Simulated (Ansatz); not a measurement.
A run for Ansatz (a first-principles code): R-PBE/def2-TZVPP on NH3 (SMILES N).

Ansatz 0.2 input:
```yaml
crystal:
  periodic: [false, false, false]
  atoms:
    - {symbol: N, position_ang: [0.00000000, -0.00002411, 0.30627053]}
    - {symbol: H, position_ang: [0.00000000, 0.93747488, -0.10213041]}
    - {symbol: H, position_ang: [0.81190073, -0.46877539, -0.10212006]}
    - {symbol: H, position_ang: [-0.81190073, -0.46877539, -0.10212006]}
basis:
  gaussian:
    orbitals: def2-TZVPP
hamiltonian:
  xc: {name: PBE}
scf: {lower_state_search: off}
```

It printed:

```
WARN ansatz: RAYON_NUM_THREADS=4 ignored (pool sized by the plan → 4); use --threads N
Functional definition: PBE
these checks for a lower state are left out or cut short: stability, starts, cluster_reference, orbital_swaps, neighbouring_geometries, increment
integrals: 0.01 GiB planned
332 factors; their error is unknown
mean field: 0.12 GiB planned
mean field evaluation 1: about -1529.7217 eV, gradient 6.6e1 eV
mean field evaluation 2: about -1508.9457 eV, gradient 1.1e2 eV
mean field evaluation 4: about -1537.7375 eV, gradient 1.1e0 eV
mean field evaluation 8: about -1537.7357 eV, gradient 2.2e-2 eV
mean field -1537.73574005 eV, -56.5107461322 hartree, gradient 4.8e-6 eV, S^2 0.000000; 0 other end points of the search recorded, 0 dependent functions left out
reference -1537.73576009 eV, -56.5107468686 hartree; 5, 5 occupied and 68, 68 virtual orbitals, 332 factors
Total energy: -1537.73576009 eV, -56.5107468686 hartree
Checks for a lower state left out: stability, starts, cluster_reference, orbital_swaps, neighbouring_geometries, increment
```

The calculation finished and met its thresholds.

Cost: very roughly 0.4 core-seconds.
